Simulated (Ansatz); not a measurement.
Ansatz (a program for electronic structure) input (wB97X-V/def2-TZVP):

Ansatz 0.2 input:
```yaml
crystal:
  periodic: [false, false, false]
  atoms:
    - {symbol: Mo, position_ang: [-0.00521122, -0.06773388, 0.41340247]}
    - {symbol: Cl, position_ang: [2.08198766, 0.05801538, -0.48871347]}
    - {symbol: Cl, position_ang: [-2.06911287, 0.10932713, -0.53263380]}
basis:
  gaussian:
    orbitals: def2-TZVP
hamiltonian:
  xc: {name: wB97X-V}
magnetization: {spin_polarized: true, initial_magnetization: 4}
relax: {f_tol: 0.003, max_steps: 100}
```

End of the output:

```
mean field: 0.81 GiB planned
mean field evaluation 1: about -26897.3997 eV, gradient 1.1e1 eV
mean field evaluation 2: about -26898.0443 eV, gradient 7.3e0 eV
mean field evaluation 4: about -26898.3472 eV, gradient 1.1e0 eV
mean field evaluation 8: about -26898.3749 eV, gradient 7.1e-2 eV
mean field evaluation 16: about -26898.4731 eV, gradient 3.5e-4 eV
mean field evaluation 32: about -26898.3459 eV, gradient 2.2e0 eV
mean field -26898.47309692 eV, -988.5006538718 hartree, gradient 1.6e-5 eV, S^2 6.011495; 3 other end points of the search recorded, 0 dependent functions left out
the calculation of the forces begins
reference -26898.47309586 eV, -988.5006538331 hartree; 26, 22 occupied and 88, 92 virtual orbitals, 866 factors
relax step   1: F+E_penalty+E_count = -26898.47309692 eV  Δ(F+E_penalty+E_count) = +0.000e0 eV  max|allowed force component| = 1.317e-1 eV/Å  Δτ_max = 0.0000 Å  (83 SCF iters, accepted)
these checks for a lower state are left out or cut short: starts, cluster_reference, orbital_swaps, neighbouring_geometries, increment
integrals: 0.07 GiB planned
866 factors; their error is unknown
integrals: 0.10 GiB planned
184 factors; integrals over basis functions are off by at most 1.2e-5 eV
mean field: 0.81 GiB planned
mean field -26898.47443142 eV, -988.5007029139 hartree, gradient 2.4e-5 eV, S^2 6.011357; 0 other end points of the search recorded, 0 dependent functions left out
the calculation of the forces begins
reference -26898.47443041 eV, -988.5007028766 hartree; 26, 22 occupied and 88, 92 virtual orbitals, 866 factors
relax step   2: F+E_penalty+E_count = -26898.47443142 eV  Δ(F+E_penalty+E_count) = -1.335e-3 eV  max|allowed force component| = 1.838e-2 eV/Å  Δτ_max = 0.0079 Å  (65 SCF iters, accepted)
these checks for a lower state are left out or cut short: starts, cluster_reference, orbital_swaps, neighbouring_geometries, increment
integrals: 0.07 GiB planned
866 factors; their error is unknown
integrals: 0.10 GiB planned
184 factors; integrals over basis functions are off by at most 1.2e-5 eV
mean field: 0.81 GiB planned
mean field -26898.47445600 eV, -988.5007038172 hartree, gradient 1.8e-5 eV, S^2 6.011374; 0 other end points of the search recorded, 0 dependent functions left out
the calculation of the forces begins
reference -26898.47445498 eV, -988.5007037797 hartree; 26, 22 occupied and 88, 92 virtual orbitals, 866 factors
relax step   3: F+E_penalty+E_count = -26898.47445600 eV  Δ(F+E_penalty+E_count) = -2.458e-5 eV  max|allowed force component| = 1.290e-3 eV/Å  Δτ_max = 0.0013 Å  (58 SCF iters, accepted)
integrals: 0.07 GiB planned
866 factors; their error is unknown
integrals: 0.10 GiB planned
184 factors; integrals over basis functions are off by at most 1.2e-5 eV
mean field: 0.81 GiB planned
mean field evaluation 64: about -26898.4744 eV, gradient 3.3e-2 eV
mean field -26898.47445600 eV, -988.5007038172 hartree, gradient 1.8e-5 eV, S^2 6.011374; 4 other end points of the search recorded, 0 dependent functions left out
the calculation of the forces begins
reference -26898.47445498 eV, -988.5007037797 hartree; 26, 22 occupied and 88, 92 virtual orbitals, 866 factors
Total energy: -26898.47445498 eV, -988.5007037797 hartree
Atom 0 at    -0.005142    -0.066831     0.407889 Å, force     0.000016     0.000211    -0.001290 eV/Å
Atom 1 at     2.075832     0.057639    -0.486021 Å, force     0.000606    -0.000113     0.000652 eV/Å
Atom 2 at    -2.063027     0.108800    -0.529812 Å, force    -0.000622    -0.000098     0.000639 eV/Å
Dipole moment:    -0.007368    -0.095766     0.584489 e Å
```

The spin state was set by rule; other spins were not relaxed.
